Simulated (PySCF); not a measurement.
# Electronic absorption of W(NMe)2F2

Compound: W(NMe)2F2, C2H6F2N2W (singlet state).
Bonds: W1–N2, W1–N7, W1–F12, W1–F13, N2–C3, N7–C8. Hydrogens: H4, H5, H6 on C3; H9, H10, H11 on C8.

Level of theory: PySCF 2.14.0, density-fitted response routines, TDDFT PBE0/def2-SVPD, vertical, gas phase, core orbitals frozen in the response, def2 core potentials past Kr. Geometry: PBE0-D3(BJ)/def2-SVP; no solvent, vibrations or thermal averaging. Spin–orbit coupling is left out.

List the vertical singlet excitations with oscillator strengths and describe the spectrum.

```csv
state,E (eV),ν̃ (cm⁻¹),f,|μ| (D),"main configurations (H = HOMO, L = LUMO)"
S1,4.71,38020,0.028,1.24,"H→L (86%), H-1→L+1 (8%)"
S2,4.82,38900,0.0001,0.08,"H-1→L (52%), H→L+1 (46%)"
S3,5.00,40360,0.0076,0.63,"H→L+1 (52%), H-1→L (47%)"
S4,5.35,43150,0.0061,0.55,"H→L+2 (75%), H-1→L+1 (22%)"
S5,5.47,44140,0.0000,0.03,H-2→L (95%)
S6,5.56,44850,0.0001,0.05,H→L+3 (91%)
S7,5.83,47060,0.0039,0.42,H-1→L+2 (95%)
S8,5.94,47890,0.0002,0.09,"H-3→L (64%), H-1→L+3 (25%), H-2→L+1 (8%)"
S9,6.07,48920,0.116,2.25,"H-1→L+1 (51%), H→L+2 (15%), H-2→L+3 (14%)"
S10,6.21,50090,0.0015,0.26,"H-2→L+1 (47%), H→L+4 (31%), H-1→L+3 (19%)"
```

Triplets (Tamm–Dancoff): T1 4.00 eV, H→L (86%); T2 4.46 eV, H→L+1 (60%), H-1→L (33%); T3 4.68 eV, H-1→L+1 (81%), H-2→L+3 (10%); T4 4.71 eV, H-2→L+1 (43%), H-1→L+3 (25%), H-3→L (13%).

The lowest singlet comes at 263 nm (455 kJ/mol) in the ultraviolet; it is weak; its leading configuration is HOMO→LUMO (86%). The strongest level in the table is S9 at 6.07 eV (204 nm, f = 0.116). For S1 the Löwdin share of tungsten is 13% in HOMO and 58% in LUMO; for S9 the Löwdin share of tungsten is 16% in HOMO-1 and 51% in LUMO+1. Weighted by f, the mean energy of these states is 5.75 eV. Orbital energies (eV): HOMO-3 -8.85, HOMO-2 -8.45, HOMO-1 -7.83, HOMO -7.38, LUMO -1.19, LUMO+1 -0.64, LUMO+2 -0.56. The vertical ionisation energy (ΔSCF) is 9.15 eV, 2.94 eV above S10. Singlets were solved by full linear response, triplets in the Tamm–Dancoff approximation.

Time: 3.2 min of wall time (with the writing of density and orbital grids); peak memory 1.0 GiB. Hardware: one thread of an Arm Neoverse V1, no GPU, on a shared host.
